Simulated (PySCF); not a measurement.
Gas-phase reaction: Ga2H6 + 2 HCl ⇌ 2 GaCl + 4 H2

Energies from PySCF, thermal terms from the rigid-rotor harmonic-oscillator model, ideal gas at 1 bar. † marks an energy on the PBE0/def2-TZVP geometry and frequencies; other levels use their own. MP2 freezes the core. 6-31G* has spherical d functions here. All species are closed-shell singlets. B3LYP is the form with VWN-RPA correlation. Ga: all electrons, no relativistic terms. Ga2H6: computed as isolated molecules; such fragments, hydroxides, amides, oligomers or adducts are transient or little studied in the gas. MP2 isn't extrapolated to the basis-set limit.

```csv
level,"ΔH°(298 K), kJ"
B3LYP/6-31G*,-218
B3LYP/def2-TZVP†,?
M06-2X/def2-TZVP†,-155
MP2/def2-TZVPP†,?
PBE/def2-TZVP†,?
PBE0/def2-TZVP,-102
ωB97M-V/def2-TZVP†,-125
```

Question: What belongs in the gaps?

Answer: 
- B3LYP/def2-TZVP†, ΔH°(298 K), kJ: -177
- MP2/def2-TZVPP†, ΔH°(298 K), kJ: -88
- PBE/def2-TZVP†, ΔH°(298 K), kJ: -135
